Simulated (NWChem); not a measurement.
System: PbClF, singlet; SMILES [F][Pb][Cl]

NWChem input:

```
start job
memory heap 200 mb stack 900 mb global 1100 mb
geometry units angstroms noautoz
  Pb    -0.257064     0.337888     0.000000
  F      1.648011     1.108400     0.000000
  Cl     0.327919    -2.073686     0.000000
end
basis spherical
  Pb library def2-svp
  F library def2-svp
  Cl library def2-svp
end
ecp
  Pb library def2-ecp
end
dft
  xc mn15
  iterations 150
  mulliken
end
task dft energy
```

Low-valent species are run as closed-shell singlets; no triplet was tried in these runs. Coordinates come from a PBE0/def2-SVP optimisation. def2 effective core potentials on Pb; no spin-orbit coupling.

Question: What results follow from this input? (MN15/def2-SVP with def2 effective core potentials on Pb.) Quantities: energy (Ha); highest occupied level (eV); orbital gap (eV); dipole (D).

Answer: 
| Item | Result |
|---|---|
| energy (Ha) | -752.18 |
| highest occupied level (eV) | -8.82 |
| orbital gap (eV) | 6.37 |
| dipole (D) | 4.71 |
